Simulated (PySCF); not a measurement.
PySCF input (BP86/6-31G* with LANL2DZ past Ar (5d)):

```python
from pyscf import gto, dft

mol = gto.M(
    atom='''
    C    -2.86880800   -0.38632700    0.39700100
    C    -1.38422100   -0.25469200    0.73714300
    O    -0.64772500   -0.02428400   -0.41325500
    Ge    1.25170500    0.18159500   -0.27736300
    H    -3.22771800    0.52807700   -0.08323000
    H    -3.02335500   -1.21348900   -0.30120600
    H    -3.47081600   -0.56936200    1.29498700
    H    -1.04970500   -1.17334300    1.25457900
    H    -1.25332200    0.56186500    1.47175900
    H     1.46981100   -1.09964100    0.72633700
    H     1.20052200    1.19522100    1.01356400
    ''',
    basis={'default': '6-31g*', 'Ge': 'lanl2dz'},
    ecp={'Ge': 'lanl2dz'},
    charge=-1,
    spin=0,
    verbose=4,
)

mf = dft.RKS(mol, xc='bp86')
mf.grids.level = 3
mf.conv_tol = 1e-9
mf.max_cycle = 100
mf.max_memory = 1500
mf.kernel()
if not mf.converged:
    mf = mf.newton()
    mf.kernel(mf.make_rdm1())
mf.dip_moment()
```

Output:

```
PySCF version 2.14.0

[INPUT] verbose = 4
[INPUT] num. atoms = 11
[INPUT] num. electrons = 32
[INPUT] charge = -1
[INPUT] spin (= nelec alpha-beta = 2S) = 0
[INPUT] symmetry False subgroup None
[INPUT] Mole.unit = angstrom
[INPUT] Symbol           X                Y                Z      unit          X                Y                Z       unit  Magmom
[INPUT]  1 C     -2.868808000000  -0.386327000000   0.397001000000 AA   -5.421261423961  -0.730052224525   0.750223161178 Bohr   0.0
[INPUT]  2 C     -1.384221000000  -0.254692000000   0.737143000000 AA   -2.615798585872  -0.481298126118   1.392998384640 Bohr   0.0
[INPUT]  3 O     -0.647725000000  -0.024284000000  -0.413255000000 AA   -1.224022854034  -0.045890109209  -0.780938769607 Bohr   0.0
[INPUT]  4 Ge     1.251705000000   0.181595000000  -0.277363000000 AA    2.365379638749   0.343164815590  -0.524140107088 Bohr   0.0
[INPUT]  5 H     -3.227718000000   0.528077000000  -0.083230000000 AA   -6.099503027329   0.997920902682  -0.157281905348 Bohr   0.0
[INPUT]  6 H     -3.023355000000  -1.213489000000  -0.301206000000 AA   -5.713312927334  -2.293161865172  -0.569196847076 Bohr   0.0
[INPUT]  7 H     -3.470816000000  -0.569362000000   1.294987000000 AA   -6.558891668758  -1.075938245735   2.447170764872 Bohr   0.0
[INPUT]  8 H     -1.049705000000  -1.173343000000   1.254579000000 AA   -1.983654961587  -2.217296920176   2.370810711631 Bohr   0.0
[INPUT]  9 H     -1.253322000000   0.561865000000   1.471759000000 AA   -2.368435325892   1.061770968979   2.781221431364 Bohr   0.0
[INPUT] 10 H      1.469811000000  -1.099641000000   0.726337000000 AA    2.777540244873  -2.078020325343   1.372578004138 Bohr   0.0
[INPUT] 11 H      1.200522000000   1.195221000000   1.013564000000 AA    2.268657786515   2.258640348329   1.915358369719 Bohr   0.0

nuclear repulsion = 104.1402383035
number of shells = 36
number of NR pGTOs = 121
number of NR cGTOs = 64
basis = {'default': '6-31g*', 'Ge': 'lanl2dz'}
ecp = {'Ge': 'lanl2dz'}

******** <class 'pyscf.dft.rks.RKS'> ********
method = RKS
initial guess = minao
damping factor = 0
level_shift factor = 0
DIIS = <class 'pyscf.scf.diis.CDIIS'>
diis_start_cycle = 1
diis_space = 8
diis_damp = 0
SCF conv_tol = 1e-09
SCF conv_tol_grad = None
SCF max_cycles = 100
direct_scf = True
direct_scf_tol = 1e-13
XC library pyscf.dft.libxc version 7.1.2
    S. Lehtola, C. Steigemann, M. J. T. Oliveira, and M. A. L. Marques,  SoftwareX 7, 1–5 (2018)
XC functionals = bp86
    A. D. Becke,  Phys. Rev. A 38, 3098 (1988)
    J. P. Perdew,  Phys. Rev. B 33, 8822 (1986)
    J. P. Perdew,  Phys. Rev. B 34, 7406–7406 (1986)
radial grids:
    Treutler-Ahlrichs [JCP 102, 346 (1995); DOI:10.1063/1.469408] (M4) radial grids

becke partition: Becke, JCP 88, 2547 (1988); DOI:10.1063/1.454033
pruning grids: <function nwchem_prune>
grids dens level: 3
symmetrized grids: False
atomic radii adjust function: <function treutler_atomic_radii_adjust>
small_rho_cutoff = 0
Set gradient conv threshold to 3.16228e-05
Initial guess from minao.
tot grids = 131616
init E= -147.40735570975
  HOMO = -0.0835022664683613  LUMO = 0.0264337129601842  gap/eV = 2.99151
cycle= 1 E= -159.161021868321  delta_E= -11.8  |g|= 1.03  |ddm|= 3.73
  HOMO = 0.178769128976492  LUMO = 0.209599377688825  gap/eV = 0.83893
cycle= 2 E= -156.682755900311  delta_E= 2.48  |g|= 3.02  |ddm|= 5.75
  HOMO = 0.0274208103900691  LUMO = 0.16866890587777  gap/eV = 3.84356
cycle= 3 E= -159.389117510562  delta_E= -2.71  |g|= 0.381  |ddm|= 5.47
  HOMO = 0.047788043119759  LUMO = 0.190705868264089  gap/eV = 3.88899
cycle= 4 E= -159.420928053271  delta_E= -0.0318  |g|= 0.263  |ddm|= 0.934
  HOMO = 0.0286129260839871  LUMO = 0.182121488480586  gap/eV = 4.17718
cycle= 5 E= -159.439755721803  delta_E= -0.0188  |g|= 0.053  |ddm|= 0.385
  HOMO = 0.028045201355944  LUMO = 0.181013298885791  gap/eV = 4.16247
cycle= 6 E= -159.440585762381  delta_E= -0.00083  |g|= 0.0147  |ddm|= 0.0844
  HOMO = 0.0298609006370363  LUMO = 0.182029959569341  gap/eV = 4.14073
cycle= 7 E= -159.440650851419  delta_E= -6.51e-05  |g|= 0.0035  |ddm|= 0.0223
  HOMO = 0.0299598693381213  LUMO = 0.181957832792165  gap/eV = 4.13608
cycle= 8 E= -159.440653511036  delta_E= -2.66e-06  |g|= 0.00161  |ddm|= 0.00519
  HOMO = 0.0298644047341696  LUMO = 0.181880358171394  gap/eV = 4.13656
cycle= 9 E= -159.440654156636  delta_E= -6.46e-07  |g|= 0.000276  |ddm|= 0.00211
  HOMO = 0.0298633673220969  LUMO = 0.181882993207427  gap/eV = 4.13666
cycle= 10 E= -159.440654224828  delta_E= -6.82e-08  |g|= 3.14e-05  |ddm|= 0.000436
  HOMO = 0.0298620843485224  LUMO = 0.181880440965479  gap/eV = 4.13663
cycle= 11 E= -159.440654210827  delta_E= 1.4e-08  |g|= 5.93e-06  |ddm|= 7.39e-05
  HOMO = 0.0298630760889687  LUMO = 0.181881091039362  gap/eV = 4.13662
cycle= 12 E= -159.440654210835  delta_E= -8.24e-12  |g|= 7.88e-07  |ddm|= 9.66e-06
  HOMO = 0.0298630463190328  LUMO = 0.181881022842994  gap/eV = 4.13662
Extra cycle  E= -159.440654210836  delta_E= -8.53e-13  |g|= 9.26e-07  |ddm|= 2.32e-06
converged SCF energy = -159.440654210836

WARN: System has nonzero charge -1; the dipole moment is origin-dependent.
Location of origin: [0. 0. 0.]

Dipole moment(X, Y, Z, Debye): -2.92078, -0.45463,  0.89436
```

The dipole moment of an ion depends on the origin.

The geometry given is a B3LYP-D3(BJ)/def2-TZVP minimum.
